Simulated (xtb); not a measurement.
C₁₂H₃₆O₄Si₅, SMILES C[Si](O[Si](C)(C)C)(O[Si](C)(C)O[Si](C)(O[Si](C)(C)C)C)C. All values are semi-empirical tight-binding results from xtb (GFN2-xTB unless named), good for trends rather than for accurate numbers. Coordinates come from a GFN2-xTB optimisation. One conformer was computed; it need not be the lowest.

```yaml
orbital_gap: 6.27 eV
dipole_moment: 0.89 D
zero_point_energy: 291.1 kcal/mol
G − E(el) at 298.15 K (modified RRHO): 247.0 kcal/mol
static polarisability (D4 model): 297.3 bohr³
solvation energy, GFN2-xTB/ALPB(water): -2.0 kcal/mol
solvation energy, GFN2-xTB/ALPB(ether): -15.2 kcal/mol
```
